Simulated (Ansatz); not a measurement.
## Group exchange: C3H8OSi + C2H9NSi2 → C3H10OSi2 + C2H7NSi

Gas-phase species: C3H8OSi `C=C[SiH](C)O`, singlet; C2H9NSi2 `C=C[SiH2]N[SiH3]`, singlet; C3H10OSi2 `C=C[SiH](C)O[SiH3]`, singlet; C2H7NSi `C=C[SiH2]N`, singlet. The partners trade H for SiH3: O–H and N–SiH3 bonds give way to O–SiH3 and N–H.

Shapes, held fixed at every level: PBE0-D4/def2-TZVP. Flexible molecules stand in one conformer, not always the lowest. Programs: Ansatz 0.2.0. The zero-point and thermal change to 298 K, harmonic and unscaled (PBE0-D4/def2-TZVP), is +1.1 kJ/mol.

Q: Estimate ΔH(298 K) of this reaction.

A: The highest level, CCSD(T)/CBS estimate, gives ΔH(298 K) = -49.7 kJ/mol; the levels span -57.6 to -44.3. The column of differences is taken from that level and isn't an error. No measured value is set beside it here. The CBS estimate extrapolates MP2 from def2-TZVPP and def2-QZVPP and adds CCSD(T) − MP2 in the triple-zeta set, cores frozen.

```tsv
level	kind	ΔH(298 K) (kJ/mol)	less CCSD(T)/CBS estimate
HF/def2-SVP	Hartree–Fock	-55.3	-5.6
PBE-D4/def2-TZVPP	GGA	-44.3	+5.4
BHLYP-D4/def2-TZVPP	global hybrid	-57.6	-7.9
r2SCAN0-D4/def2-TZVPP	global hybrid	-51.6	-1.9
MP2/def2-SVP	perturbation theory	-45.3	+4.4
MP2/def2-TZVPP	perturbation theory	-48.4	+1.3
CCSD/def2-SVP	coupled cluster or CI	-47.1	+2.6
CCSD(T)/CBS estimate	coupled cluster or CI	-49.7	0.0
```
